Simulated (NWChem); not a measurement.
Species: C2H2FI; SMILES F/C=C\I

```xyz
6

F     -0.8367     2.3861     0.0000
C      0.4787     2.1611     0.0000
C      1.0319     0.9396     0.0000
I     -0.0894    -0.8299     0.0000
H      1.0810     3.0866     0.0000
H      2.1232     0.8177     0.0000
```
Atoms are numbered in this order, from 1.

Structure relaxed at the PBE-D3(BJ)/def2-SVP level. def2 effective core potentials on I; no spin-orbit coupling.

Symmetry labels are those of Cs in the frame above (b1 and b2, or b-type labels, depend on it).

Task: List the 4 lowest vertical singlet excitations from B3LYP/def2-SVP with def2 effective core potentials on I, full TDDFT (NWChem).

Result: 
```json
[
 {"state": "S1", "energy (eV)": "4.59", "oscillator strength": "0.001", "symmetry": "a\"", "leading excitation (squared amplitude)": "HOMO → LUMO (1.00)"},
 {"state": "S2", "energy (eV)": "5.20", "oscillator strength": "0.000", "symmetry": "a'", "leading excitation (squared amplitude)": "HOMO−1 → LUMO (1.00)"},
 {"state": "S3", "energy (eV)": "5.92", "oscillator strength": "0.000", "symmetry": "a\"", "leading excitation (squared amplitude)": "HOMO−1 → LUMO+1 (1.00)"},
 {"state": "S4", "energy (eV)": "6.05", "oscillator strength": "0.132", "symmetry": "a'", "leading excitation (squared amplitude)": "HOMO → LUMO+1 (0.89)"}
]
```
